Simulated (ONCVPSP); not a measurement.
## Cutoff test, niobium, ONCV

```
Element                 : niobium (Nb)
Generator               : ONCVPSP 4.0.1
Type                    : optimised norm-conserving Vanderbilt (ONCV)
Functional              : PBEsol
Relativity              : fully relativistic
Frozen core             : [Ar] 3d10
Valence charge          : 13
Reference configuration : 4s2 4p6 4d4 5s0.75 (charge +0.25)
Partial waves           : 4s+5s: rc 1.55 bohr, ncon 3, nbas 6, qcut 8.5 1/bohr, 3 projectors, debl 1.1 Ha; 4p: rc 1.35 bohr, ncon 4, nbas 7, qcut 6.3 1/bohr, 1 projector; 4d: rc 2.15 bohr, ncon 4, nbas 8, qcut 8.2 1/bohr, 2 projectors, debl 1.7 Ha
Local potential         : polynomial inside 1.20 bohr (lpopt 3, dvloc0 -1 Ha)
Core correction         : polynomial model core, fcfact 0.35
```

Open shells are filled in proportion to 2j + 1.

For each optimised wave give the share of its norm inside rc, the residual kinetic energy above qcut (Ha) and the cutoffs (Ha) for errors of 10, 1, 0.1 and 0.01 mHa per electron.

```json
{"wave": "4s", "norm inside rc": "0.844", "residual KE": "1.6e-06", "10 mHa": "19.3", "1 mHa": "24.6", "0.1 mHa": "29.1", "0.01 mHa": "32.7"}
{"wave": "5s", "norm inside rc": "0.039", "residual KE": "1.8e-07", "10 mHa": "14.1", "1 mHa": "20.9", "0.1 mHa": "26.0", "0.01 mHa": "30.3"}
{"wave": "s projector 3", "norm inside rc": "0.053", "residual KE": "4.6e-07", "10 mHa": "16.5", "1 mHa": "22.9", "0.1 mHa": "27.9", "0.01 mHa": "31.8"}
{"wave": "4p j=3/2", "norm inside rc": "0.581", "residual KE": "2.9e-03", "10 mHa": "13.9", "1 mHa": "37.7", "0.1 mHa": "76.1", "0.01 mHa": "89.6"}
{"wave": "4p j=1/2", "norm inside rc": "0.609", "residual KE": "2.9e-03", "10 mHa": "12.6", "1 mHa": "38.5", "0.1 mHa": "76.6", "0.01 mHa": "90.3"}
{"wave": "4d j=5/2", "norm inside rc": "0.584", "residual KE": "3.7e-09", "10 mHa": "12.5", "1 mHa": "17.2", "0.1 mHa": "21.4", "0.01 mHa": "24.8"}
{"wave": "d projector 2 j=5/2", "norm inside rc": "0.130", "residual KE": "1.0e-08", "10 mHa": "13.4", "1 mHa": "18.4", "0.1 mHa": "22.7", "0.01 mHa": "26.2"}
{"wave": "4d j=3/2", "norm inside rc": "0.595", "residual KE": "3.8e-09", "10 mHa": "12.6", "1 mHa": "17.4", "0.1 mHa": "21.6", "0.01 mHa": "25.0"}
{"wave": "d projector 2 j=3/2", "norm inside rc": "0.130", "residual KE": "1.2e-08", "10 mHa": "13.5", "1 mHa": "18.5", "0.1 mHa": "22.8", "0.01 mHa": "26.3"}
```

The occupied waves need 38 Ha and 77 Ha for 1 and 0.1 mHa.
